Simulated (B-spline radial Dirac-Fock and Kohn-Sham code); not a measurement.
Calculated with a B-spline atomic structure program, using independent-particle rates on relativistic LDA orbitals of the hole state (multipoles up to L = 3, Coulomb Auger matrix elements, transition energies from Dirac-Fock).

Problem. A single inner-shell vacancy in a neutral atom gives this computed emission spectrum. Which element, which hole, and which lines?

```csv
energy (eV),relative intensity
51349.9,56.7
52385.1,100.0
59151.1,10.4
59373.9,20.2
60927.5,2.3
60977.6,4.5
61298.2,0.6
```

Solution. Ytterbium (Z = 70), hole in K (1s). In order of rising energy the lines are Kα2 (K-L2), Kα1 (K-L3), Kβ3 (K-M2), Kβ1 (K-M3), Kβ2'' (K-N2), Kβ2' (K-N3), K-O3.
